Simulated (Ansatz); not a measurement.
A made-up structure of SiHTeO (charge +1), closed shell:

O1  (-2.155, 0.848, 1.646)
Si2  (0.778, -0.451, -1.416)
Te3  (-0.797, 0.249, 0.246)
H4  (1.655, -0.480, -0.299)
(Å)

It is relaxed with PBE-D4/def2-SVP and then PBE0-D4/def2-TZVP (Ansatz 0.2.0). Atoms count as bonded within 1.22 times the sum of their covalent radii (H–H: 0.88 Å). The end point is not checked to be a true minimum.

(1) Does its bonding change? (Judge from chemistry; the calculation decides.)

Results:

(1) By the calculation: Yes. Formed: O1–Si2, Te3–H4; broken: Si2–H4.

Where it ends: The first stage lowers the energy by 0.82 eV in 15 steps. It ends as SiHTeO ([O]1[Si][TeH]1), total charge +1:
```
atom    x (Å)    y (Å)    z (Å)
  O1  -0.8532  -0.5075   0.7790
 Si2  -0.6260  -1.4906  -0.4766
 Te3  -0.3242   1.1588  -0.2647
  H4   1.2838   1.0047   0.1393
```

Labels in which every atom is bracketed show which atoms are joined, not bond orders.

For scale, one of the runs: PBE0-D4/def2-TZVP relaxation, 124 basis functions, launched by `ansatz run in.yaml --threads 2 --pin off --events-out ev --progress --plain --max-ram 4352MiB`. Hardware: 2 CPU threads of an Arm Neoverse V1, shared host. Wall time about 87 s.
